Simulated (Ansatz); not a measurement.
Calculated with Ansatz (gas phase, PBE0-D4/def2-TZVP geometries, no zero-point term in ΔE). CCSD(T)/CBS is the MP2 limit (def2-TZVPP, def2-QZVPP) plus CCSD(T) − MP2 in def2-TZVPP, frozen cores. This one scheme is used for every species. DFT in def2-TZVPP. Elements past krypton have def2 core potentials. For In outer-core shells are correlated without core-valence functions, which leaves a few kJ/mol of doubt a bond. One conformer a species, not always the lowest.

Reaction (formal exchange of groups at the In–B bond): `O[B](F)[InH2]` + `FC(Cl)Cl` → `Cl[CH](Cl)[InH2]` + `OB(F)F`

Problem. Is it downhill or uphill in electronic energy at CCSD(T)/CBS, and by how much? (An estimate is asked.)

Solution. Computed: Downhill: ΔE = -226.9 kJ/mol.

Problem. What do these levels give: B97M-V, BHLYP-D4, CAM-B3LYP-D4, ωB97X-V, PBE-QIDH, PBE, r2SCAN, BHLYP, HF/def2-SVP, HF/def2-TZVPP, CCSD/def2-TZVPP, MP2/CBS(def2)? (Estimate.)

Solution. Ansatz gave: B97M-V -218.2, BHLYP-D4 -225.0, CAM-B3LYP-D4 -212.0, ωB97X-V -206.8, PBE-QIDH -220.9, PBE -193.9, r2SCAN -212.1, BHLYP -219.6, HF/def2-SVP -234.5, HF/def2-TZVPP -229.5, CCSD/def2-TZVPP -222.6, MP2/CBS(def2) -237.7 kJ/mol.

Largest T1 diagnostic among the species: 0.014.

The D4 term adds −4.5 kJ/mol with B3LYP and −2.4 kJ/mol with PBE0; it sums over pairs of atoms, weighted by their polarisabilities, and B3LYP, whose exchange is more repulsive, gets the larger term. From r2SCAN to r2SCAN0 (25 % exact exchange), in def2-TZVPP and without D4, ΔE moves by −6.2 kJ/mol.

B3LYP here is the variant with VWN-RPA as its local correlation; programs differ in this.
